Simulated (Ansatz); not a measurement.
Isolated molecules relaxed with PBE0-D4/def2-TZVP in Ansatz; ΔE leaves out vibrations. CCSD(T)/CBS is the MP2 limit (def2-TZVPP, def2-QZVPP) plus CCSD(T) − MP2 in def2-TZVPP, frozen cores. Functionals use def2-TZVPP. For Br, Ge outer-core shells are correlated without core-valence functions, which leaves a few kJ/mol of doubt a bond. Scalar relativity is left out up to krypton. One conformer a species, not always the lowest.

Reaction (formal exchange of groups at a C–C bond): `C[CH2][Ge][F]` + `[CH3][GeH2][Br]` → `[CH3][GeH]([CH3])[Br]` + `[CH3][Ge][F]`

```
        level  ΔE (kJ/mol)
      PBE0-D4        -49.6
      ωB97M-V        -51.6
HF/def2-TZVPP        -48.1
 HF/CBS(def2)        -47.6
```

Q: What does CCSD(T)/CBS give? (Estimate.)

A: Ansatz gave: -52.1 kJ/mol. The listed levels differ from it by 2.5, 0.5, 4.0, 4.5 kJ/mol.

Largest T1 diagnostic among the species: 0.013.

In def2-TZVPP, CCSD(T) changes the Hartree–Fock value by −5.2 kJ/mol (the triples alone add −0.5 kJ/mol) and MP2 by −9.0 kJ/mol.
